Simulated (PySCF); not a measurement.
**Simulated absorption spectrum**

C3H9FSi.
SMILES: `CCC[SiH2]F`

Computed, not measured: PySCF 2.14.0, density-fitted response routines, TDDFT PBE0/def2-SVPD, vertical, gas phase, core orbitals frozen in the response. Geometry: GFN2-xTB, one conformer, isolated molecule. Torsions of this conformer, `[CH3:1][CH2:2][CH2:3][SiH2:4][F:5]`: C1–C2–C3–Si4 180°, C2–C3–Si4–F5 60°.

Computed states:

| state | E (eV) | f |
| --- | --- | --- |
| S1 | 7.47 | 0.024 |
| S2 | 8.06 | 0.036 |
| S3 | 8.21 | 0.012 |
| S4 | 8.73 | 0.071 |
| S5 | 8.80 | 0.0056 |
| S6 | 8.92 | 0.020 |
| S7 | 8.94 | 0.012 |
| S8 | 8.97 | 0.148 |

Broadening: Gaussians 0.3 eV wide at half height, area fixed by f = 4.319×10⁻⁹ ∫ε dν̃. The width is an assumption, not a result. The curve ends short of the highest state used, and states not computed would add to its high-energy end.

(1) Give the broadened spectrum and its maxima.

(2) Coming from long wavelengths, where does ε first pass 100 L mol⁻¹ cm⁻¹?

Answers

(1) 
```csv
λ (nm),ε (L mol⁻¹ cm⁻¹)
148.2,803
149.2,1298
150.1,1965
151.1,2802
152.1,3518
153.1,3867
154.1,3700
155.0,3149
156.0,2297
157.0,1456
158.0,820
159.0,457
159.9,353
160.9,454
161.9,747
162.9,1176
163.9,1643
164.9,2012
165.8,2162
166.8,2079
167.8,1771
168.8,1342
169.8,909
170.7,583
171.7,322
172.7,161
173.7,73
174.7,30
175.6,12
176.6,4
```

Maxima: 166 nm (7.47 eV), ε about 2200, made up of S1 (100%); 153 nm (8.09 eV), ε about 3900, made up of S2 (83%) and S3 (17%) (ε in L mol⁻¹ cm⁻¹; maxima over ε = 5, shares over 10%).

(2) At about 173 nm (7.15 eV), 0.32 eV below S1.

Time: 25 s of wall time; peak memory 0.71 GiB. Hardware: one thread, Arm Neoverse V1 (aarch64), on a shared host.
